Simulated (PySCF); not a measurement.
**Fractional electron number in Ga⁻ (gallium, charge -1)**

The 4p alpha orbital of [Ar] 3d10 4s2 4p2 is emptied in steps (occupation f), with all orbitals relaxed, ending at [Ar] 3d10 4s2 4p1. Computed with PySCF 2.14 in aug-cc-pVTZ-PP with ECP10MDF (6s5p4d2f, 55 functions), with a scalar-relativistic core potential. The exact energy is a straight line in f; departures are measured from the line between the end points of the same method.

| f | LDA (eV) | PBE (eV) | PBE0 (eV) | r2SCAN (eV) | LC-wPBE (eV) | BHandHLYP (eV) | MN15 (eV) | B3LYP (eV) |
| --- | --- | --- | --- | --- | --- | --- | --- | --- |
| 1 | 0.000 | 0.000 | 0.000 | 0.000 | 0.000 | 0.000 | 0.000 | 0.000 |
| 0.75 | -0.363 | -0.354 | -0.249 | -0.342 | 0.067 | -0.146 | -0.191 | -0.272 |
| 0.5 | -0.518 | -0.500 | -0.347 | -0.474 | 0.083 | -0.206 | -0.255 | -0.384 |
| 0.25 | -0.411 | -0.393 | -0.269 | -0.363 | 0.060 | -0.162 | -0.190 | -0.303 |
| 0 | 0.000 | 0.000 | 0.000 | 0.000 | 0.000 | 0.000 | 0.000 | 0.000 |

```
   method  E(f=0) − E(f=1) (eV)  −ε at f=1 (eV)  −ε at f=0.5 (eV)
      LDA                 0.572          -1.231             0.442
      PBE                 0.478          -1.290             0.373
     PBE0                 0.413          -0.843             0.359
   r2SCAN                 0.499          -1.229             0.442
  LC-wPBE                 0.293           0.706             0.275
BHandHLYP                 0.201          -0.507             0.160
     MN15                 0.440          -0.562             0.442
    B3LYP                 0.399          -0.962             0.315
```

Orbital energy along the path (eV):

```csv
f,LDA,PBE,PBE0,r2SCAN,LC-wPBE,BHandHLYP,MN15,B3LYP
1,1.231,1.290,0.843,1.229,-0.706,0.507,0.562,0.962
0.75,0.502,0.555,0.301,0.480,-0.444,0.229,0.077,0.394
0.5,-0.442,-0.373,-0.359,-0.442,-0.275,-0.160,-0.442,-0.315
0.25,-1.590,-1.463,-1.102,-1.447,-0.125,-0.608,-0.962,-1.155
0,-2.849,-2.649,-1.880,-2.447,0.016,-1.093,-1.407,-2.069
```

At f = 1 the orbital energy is positive for LDA, PBE, PBE0, r2SCAN, BHandHLYP, MN15, B3LYP: only the finite basis holds the electron.

Reference removal energy between the ground levels: 0.301 eV (measured; photodetachment measurements, as compiled on the Wikipedia data page of electron affinities). The calculation has no spin-orbit coupling.
